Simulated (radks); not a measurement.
Results of a calculation; reference values are marked as such.
Mo, configuration [Kr] 4d4.5 5s1.5 (fractional occupations, a model configuration).

Code: a radial shooting solver on a logarithmic mesh with Libxc functionals. Model: scalar-relativistic Kohn-Sham, PBE, spin-polarised, spherical densities, point nucleus; open shells are filled with parallel spins first (spin-orbit coupling, left out, can overturn this in heavy ions).

Energy parts (eV):
total: -110172.051
kinetic: 113597.895
electron-nucleus: -265481.667
Hartree: 45073.713
exchange-correlation: -3361.993

Orbitals (lengths in bohr, moments of r in powers of bohr; <r^-3> diverges for s and p1/2):
orbital  occ.  eigenvalue (eV)   <1/r>      <r^4>  <r^-3>
1s up       1        -19823.40   43.55  7.208e-06       -
1s down     1        -19823.40   43.55  7.208e-06       -
2s up       1        -2800.667   9.804   0.001335       -
2s down     1        -2800.214   9.805   0.001335       -
2p up       3        -2503.739   9.532  0.0009572    2551
2p down     3        -2503.402   9.533  0.0009569    2551
3s up       1        -477.4616   3.366    0.06880       -
3s down     1        -477.2201   3.365    0.06872       -
3p up       3        -380.1884   3.201    0.07606   424.6
3p down     3        -379.9165   3.201    0.07590   424.3
3d up       5        -222.0036   2.968    0.08369   56.37
3d down     5        -221.5809   2.968    0.08322   56.35
4s up       1         -66.2943   1.226      2.960       -
4s down     1         -63.7755   1.238      2.885       -
4p up       3         -40.5015   1.084      4.962   59.77
4p down     3         -37.7043   1.095      4.870   61.38
4d up     4.5          -5.5676  0.7167      43.57   3.770
4d down     0          -2.6832  0.6879      80.42   3.562
5s up       1          -4.9875  0.3775      289.4       -
5s down   0.5          -3.3365  0.3413      474.9       -

The highest occupied level is 5s down at -3.337 eV. Summed over all electrons, <r^2> = 58.75 bohr^2, which gives a Langevin (diamagnetic) susceptibility term of -46.5 x 10^-6 cm^3/mol. The density falls to 0.001 e/bohr^3 at r = 4.75 bohr.
